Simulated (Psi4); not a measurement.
C₃H₁₀Si (SMILES C[SiH](C)C), singlet, geometry from GFN2-xTB, with bond 5-1 at 1.6 times its length; PBE0/6-31G (Psi4 1.11).

Input for Psi4:
```
memory 2 GB

molecule {
0 1
  Si    0.04227581    0.17410565    0.35767998
  C    -0.94677323    1.32330318   -0.79306653
  C     1.75998590   -0.15337865   -0.39419538
  C    -0.88714883   -1.47441790    0.56171541
  H     0.29172042    1.20140050    2.46813876
  H    -1.08207267    0.88244973   -1.77698739
  H    -1.93349276    1.53106784   -0.39013129
  H    -0.44225768    2.27526120   -0.92863343
  H     2.35085242   -0.80627152    0.24121477
  H     1.68499224   -0.62713212   -1.36922950
  H     2.31726365    0.76979478   -0.52198718
  H    -1.02111986   -1.97760373   -0.39202130
  H    -1.87270611   -1.32118853    0.99105908
  H    -0.34788226   -2.15306147    1.21575889
}

set basis 6-31g
set guess core

energy('pbe0')
print_variables()
```

The log (banner, timings and long lists left out):

```
   => Loading Basis Set <=

    Name: 6-31G
    Role: ORBITAL
    Keyword: BASIS

         ---------------------------------------------------------
                                   SCF
               by Justin Turney, Rob Parrish, Andy Simmonett
                          and Daniel G. A. Smith
                              RKS Reference
         ---------------------------------------------------------

  ==> Geometry <==

    Molecular point group: c1
    Full point group: C1

    Geometry (in Angstrom), charge = 0, multiplicity = 1:

       Center              X                  Y                   Z               Mass
    ------------   -----------------  -----------------  -----------------  -----------------
         SI           0.039029816120     0.160737585645     0.330216830909    27.976926534650
         C           -0.950019223880     1.309935115645    -0.820529679091    12.000000000000
         C            1.756739906120    -0.166746714355    -0.421658529091    12.000000000000
         C           -0.890394823880    -1.487785964355     0.534252260909    12.000000000000
         H            0.288474426120     1.188032435645     2.440675610909     1.007825032230
         H           -1.085318663880     0.869081665645    -1.804450539091     1.007825032230
         H           -1.936738753880     1.517699775645    -0.417594439091     1.007825032230
         H           -0.445503673880     2.261893135645    -0.956096579091     1.007825032230
         H            2.347606426120    -0.819639584355     0.213751620909     1.007825032230
         H            1.681746246120    -0.640500184355    -1.396692649091     1.007825032230
         H            2.314017656120     0.756426715645    -0.549450329091     1.007825032230
         H           -1.024365853880    -1.990971794355    -0.419484449091     1.007825032230
         H           -1.875952103880    -1.334556594355     0.963595930909     1.007825032230
         H           -0.351128253880    -2.166429534355     1.188295740909     1.007825032230

  Running in c1 symmetry.

  Rotational constants: A =      0.16644  B =      0.16644  C =      0.10292 [cm^-1]
  Rotational constants: A =   4989.75532  B =   4989.75532  C =   3085.35296 [MHz]
  Nuclear repulsion =  170.930382273696893

  Charge       = 0
  Multiplicity = 1
  Electrons    = 42
  Nalpha       = 21
  Nbeta        = 21

  ==> Algorithm <==

  SCF Algorithm Type is DF.
  DIIS enabled.
  MOM disabled.
  Fractional occupation disabled.
  Guess Type is CORE.
  Energy threshold   = 1.00e-06
  Density threshold  = 1.00e-06
  Integral threshold = 1.00e-12

  ==> Primary Basis <==

  Basis Set: 6-31G
    Blend: 6-31G
    Number of shells: 42
    Number of basis functions: 60
    Number of Cartesian functions: 60
    Spherical Harmonics?: false
    Max angular momentum: 1

  ==> DFT Potential <==

   => LibXC <=

    Version 7.1.2
    S. Lehtola, C. Steigemann, M. J. T. Oliveira, and M. A. L. Marques,  SoftwareX 7, 1–5 (2018) (10.1016/j.softx.2017.11.002)

   => Composite Functional: PBE0 <=

    PBE0 Hyb-GGA Exchange-Correlation Functional

    C. Adamo and V. Barone,  J. Chem. Phys. 110, 6158 (1999) (10.1063/1.478522)
    M. Ernzerhof and G. E. Scuseria,  J. Chem. Phys. 110, 5029 (1999) (10.1063/1.478401)

    Deriv               =              1
    GGA                 =           TRUE
    Meta                =          FALSE

    Exchange Hybrid     =           TRUE
    MP2 Hybrid          =          FALSE

   => Exchange Functionals <=

    0.7500   Perdew, Burke & Ernzerhof

   => Exact (HF) Exchange <=

    0.2500               HF

   => Correlation Functionals <=

    1.0000   Perdew, Burke & Ernzerhof

   => LibXC Density Thresholds  <==

    XC_HYB_GGA_XC_PBEH:  1.00E-15

   => Molecular Quadrature <=

    Radial Scheme          =       TREUTLER
    Pruning Scheme         =           NONE
    Nuclear Scheme         =       TREUTLER

    Blocking Scheme        =         OCTREE
[...]
    wK tasked:                   No
    Algorithm:                 Core
    Schwarz Cutoff:           1E-12
    Mask sparsity (%):       0.6667
    Fitting Condition:        1E-10

   => Auxiliary Basis Set <=

  Basis Set: (6-31G AUX)
    Blend: CC-PVDZ-JKFIT
    Number of shells: 198
    Number of basis functions: 623
    Number of Cartesian functions: 623
    Spherical Harmonics?: false
    Max angular momentum: 3

  Minimum eigenvalue in the overlap matrix is 1.2635392670E-02.
  Reciprocal condition number of the overlap matrix is 2.5649546816E-03.
    Using symmetric orthogonalization.

  ==> Pre-Iterations <==

  SCF Guess: Core (One-Electron) Hamiltonian.

   -------------------------------------------------------
    Irrep   Nso     Nmo     Nalpha   Nbeta   Ndocc  Nsocc
   -------------------------------------------------------
     A         60      60      21      21      21       0
   -------------------------------------------------------
    Total      60      60      21      21      21       0
   -------------------------------------------------------

  ==> Iterations <==

                           Total Energy        Delta E     RMS |[F,P]|

   @DF-RKS iter   1:  -387.59086882659147   -3.87591e+02   5.39623e-02 ADIIS/DIIS
   @DF-RKS iter   2:  -394.33800536593458   -6.74714e+00   5.51046e-02 ADIIS/DIIS
   @DF-RKS iter   3:  -409.16180780781224   -1.48238e+01   1.04267e-02 ADIIS/DIIS
   @DF-RKS iter   4:  -409.36920863371097   -2.07401e-01   4.47394e-03 ADIIS/DIIS
   @DF-RKS iter   5:  -409.42315437171214   -5.39457e-02   1.52179e-03 ADIIS/DIIS
   @DF-RKS iter   6:  -409.42664556315202   -3.49119e-03   6.06236e-04 ADIIS/DIIS
   @DF-RKS iter   7:  -409.42805381865128   -1.40826e-03   1.34945e-04 ADIIS/DIIS
   @DF-RKS iter   8:  -409.42809084341246   -3.70248e-05   4.61945e-05 DIIS
   @DF-RKS iter   9:  -409.42809772444502   -6.88103e-06   3.52314e-06 DIIS
   @DF-RKS iter  10:  -409.42809776686306   -4.24180e-08   6.66424e-07 DIIS
  Energy and wave function converged.

  ==> Post-Iterations <==

   Electrons on quadrature grid:
      Ntotal   =   41.9999409386 ; deviation = -5.906e-05

    Orbital Energies [Eh]
    ---------------------

    Doubly Occupied:

[...]
    Virtual:

[...]
    Final Occupation by Irrep:
              A
    DOCC [    21 ]
    NA   [    21 ]
    NB   [    21 ]

  @DF-RKS Final Energy:  -409.42809776686306

   => Energetics <=

    Nuclear Repulsion Energy =            170.9303822736968925
    One-Electron Energy =                -899.9376036542503243
    Two-Electron Energy =                 350.3008313637401443
    DFT Exchange-Correlation Energy =     -30.7217077500497737
    Empirical Dispersion Energy =           0.0000000000000000
    VV10 Nonlocal Energy =                  0.0000000000000000
    Total Energy =                       -409.4280977668630612

Computation Completed

Properties will be evaluated at   0.000000,   0.000000,   0.000000 [a0]

Properties computed using the SCF density matrix

 Multipole Moments:

 ------------------------------------------------------------------------------------
     Multipole            Electronic (a.u.)      Nuclear  (a.u.)        Total (a.u.)
 ------------------------------------------------------------------------------------

 L = 1.  Multiply by 2.5417464519 to convert [e a0] to [Debye]
 Dipole X            :         -0.0183318           -0.0808613           -0.0991932
 Dipole Y            :         -0.0755111           -0.3330135           -0.4085245
 Dipole Z            :         -0.1551371           -0.6841378           -0.8392749
 Magnitude           :                                                    0.9386767

 ------------------------------------------------------------------------------------

  Variable Map:
  ----------------------------------------------------------------------------
[...]
  Array Variable Map:
  ----------------------------------------------------------------------------
[...]
[...]
```
